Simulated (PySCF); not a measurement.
C₆H₁₁ClOSi.
Cartesian coordinates in Å at the PBE0-D3(BJ)/def2-SVP level; atoms count from 1:
```
atom  x, y, z in Å
Si1    1.892   -0.036   -0.723
O2     0.644   -1.128   -0.536
C3    -0.566   -0.848    0.117
C4    -1.462   -2.109    0.170
C5    -2.656   -1.563   -0.611
Cl6   -4.010   -2.677   -0.836
C7    -1.997   -0.848   -1.802
C8    -1.500    0.084   -0.675
C9    -2.857   -0.174    0.017
H10    2.169    0.649    0.579
H11    3.075   -0.820   -1.165
H12    1.570    1.007   -1.746
H13   -0.366   -0.440    1.126
H14   -0.972   -2.949   -0.340
H15   -1.740   -2.416    1.188
H16   -1.250   -1.403   -2.387
H17   -2.737   -0.366   -2.455
H18   -1.143    1.102   -0.878
H19   -3.681    0.381   -0.451
H20   -2.918   -0.111    1.115
```

NICS is the negative of the GIAO shielding at a point without a nucleus: at the ring centre (0) and 1 Å above and below it (1); zz is the component along the ring normal. Level: GIAO PBE/pcSseg-1 (PySCF, non-relativistic, gas phase) on the PBE0-D3(BJ)/def2-SVP geometry, one conformer.

Ring bond lengths (Å): C3–C4 1.548, C4–C5 1.527, C5–C7 1.537, C7–C8 1.545, C8–C3 1.538; C5–C7 1.537, C7–C8 1.545, C8–C9 1.545, C9–C5 1.537.

Give the NICS values of each ring in ppm.

| ring | type | NICS(0) | NICS(1), two faces | NICS(1)zz, two faces | rms pucker (Å) | centre to ring atoms, mean (Å) |
| --- | --- | --- | --- | --- | --- | --- |
| C3–C4–C5–C7–C8 | 5-membered carbocycle; formal bonds all single | -8.8 | -20.6 / -3.0 | -19.6 / -1.6 | 0.32 | 1.24 |
| C5–C7–C8–C9 | 4-membered carbocycle; formal bonds all single | -13.2 | -11.6 / -4.5 | -18.0 / -1.4 | 0.24 | 1.06 |

What do they say, and how far can they be read as aromaticity?

- C3–C4–C5–C7–C8: mean NICS(1)zz -10.6 ppm, shielded. C3, C4, C5, C7, C8 have four or more neighbours, so the value isn't read as a sign of a π ring current. The two faces differ by 18.0 ppm, so no symmetry operation interchanges them.
- C5–C7–C8–C9: mean NICS(1)zz -9.7 ppm, shielded. C5, C7, C8, C9 have four or more neighbours, so the value isn't read as a sign of a π ring current. The two faces differ by 16.6 ppm, so no symmetry operation interchanges them. NICS(0) lies 5 ppm below the mean NICS(1).

How do the values depend on the level or the medium?

| level | NICS(0), C3–C4–C5–C7–C8 | mean NICS(1)zz, C3–C4–C5–C7–C8 | NICS(0), C5–C7–C8–C9 | mean NICS(1)zz, C5–C7–C8–C9 |
| --- | --- | --- | --- | --- |
| PBE/pcSseg-1, gas | -8.8 | -10.6 | -13.2 | -9.7 |
| PBE0/pcSseg-1, gas | -9.1 | -11.0 | -13.4 | -10.2 |

The geometry is the same throughout.

Time: 1.7 min; peak memory 0.96 GiB. Hardware: Arm Neoverse N1, one thread, shared host with 64 logical CPUs at a one-minute load of 61. This is the whole shielding run at PBE/pcSseg-1, SCF included.
